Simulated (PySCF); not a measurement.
Correlation energy of Br (bromine, neutral)

[Ar] 3d10 4s2 4p5, 2P determinant. All numbers are calculated (PySCF 2.14, the spin-free X2C one-electron Hamiltonian (Gaussian nucleus), in x2c-SVPall (5s4p3d, 32 functions)). Frozen: [Ar] 3d10; 7 electrons correlated.

MP2 pair energies summed by pair of shells (mhartree):

```json
{"pair": "4p-4p", "energy": "-64.68", "share (%)": "66.1"}
{"pair": "4s-4p", "energy": "-27.08", "share (%)": "27.7"}
{"pair": "4s-4s", "energy": "-6.02", "share (%)": "6.2"}
```

Total MP2 correlation energy: -97.79 mhartree.

Same-spin part -24.56 and opposite-spin part -73.23 mhartree; SCS-MP2 scales them by 1/3 and 6/5 to -96.06 mhartree.

```json
{"level": "CCSD", "correlation energy (mhartree)": "-112.29"}
{"level": "(T)", "correlation energy (mhartree)": "-1.31"}
{"level": "CCSD(T)", "correlation energy (mhartree)": "-113.60"}
```

Diagnostics: T1 = 0.0050, D1 = 0.0177, largest double amplitude 0.050.

Question: Is a single reference adequate?

Answer: Yes, within this model without spin-orbit coupling: T1 lies below 0.03 and no double amplitude reaches 0.07.
